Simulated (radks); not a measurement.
Results of a calculation; reference values are marked as such.
Problem. All-electron atom: Gd IV in [Xe] 4f7 (the NIST ground configuration). Level of theory: Dirac Kohn-Sham, PBE, spin-unpolarised, spherical densities, finite nucleus; open shells fill j = l - 1/2 first; Fermi nuclear charge, rms radius 5.1569 fm (a radial shooting solver on a logarithmic mesh with Libxc functionals).

Spin-orbit splittings of the eigenvalues, e(l+1/2) - e(l-1/2), with zeta = 2 splitting/(2l+1) and mean radii in bohr:

shell  occ.  splitting (eV)  zeta (eV)  <r> j=l-1/2  <r> j=l+1/2
2p        6           695.8      463.9      0.07746      0.08430
3p        6           142.7      95.16       0.2336       0.2467
3d       10           31.10      12.44       0.2187       0.2228
4p        6           31.74      21.16       0.5649       0.5944
4d       10               ?          ?       0.6303       0.6407
4f        7          0.7594     0.2170       0.8478       0.8588
5p        6           4.508      3.005        1.471        1.556
5d        0          0.4405     0.1762        2.142        2.178

Estimate the 4d splitting.

Solution. 5.736 eV (zeta = 2.295 eV).
